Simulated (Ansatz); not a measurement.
BBrH2S2 (`SB(S)Br`). Charge 0, multiplicity 1.

```xyz
6

S    -0.246   -0.390   -1.410
B     0.234    0.084    0.250
S    -0.979    0.333    1.543
Br    2.070    0.353    0.743
H     0.991   -0.433   -1.931
H    -2.070    0.054    0.806
```

Task: List the harmonic frequencies (cm⁻¹, unscaled) at PBE0-D4/def2-TZVP in Ansatz. (Best estimate.)

Result: Ansatz gave: 185, 197, 308, 393, 404, 409, 742, 808, 983, 1013, 2694, 2716.

Task: Is this a minimum?

Result: Yes, all 12 modes are real.

Task: Give the ideal-gas thermochemistry at 298.15 K and 1 bar (rigid rotor, harmonic oscillator; point group Cs, symmetry number 1).

Result: Zero-point energy 64.9 kJ/mol; H(298) − E = 82.0 kJ/mol; entropy 329.6 J/(mol·K), of which translation 171.9, rotation 118.7, vibration 39.0; G(298) − E = -16.3 kJ/mol.

Task: And at 400, 500, 600, 800 and 1000 K?

Result: 
```json
{"T (K)": "400", "H − E (kJ/mol)": "91.0", "S (J/mol/K)": "355.5", "G − E (kJ/mol)": "-51.2"}
{"T (K)": "500", "H − E (kJ/mol)": "100.7", "S (J/mol/K)": "377.1", "G − E (kJ/mol)": "-87.9"}
{"T (K)": "600", "H − E (kJ/mol)": "110.9", "S (J/mol/K)": "395.8", "G − E (kJ/mol)": "-126.5"}
{"T (K)": "800", "H − E (kJ/mol)": "132.6", "S (J/mol/K)": "426.9", "G − E (kJ/mol)": "-208.9"}
{"T (K)": "1000", "H − E (kJ/mol)": "155.5", "S (J/mol/K)": "452.4", "G − E (kJ/mol)": "-296.9"}
```
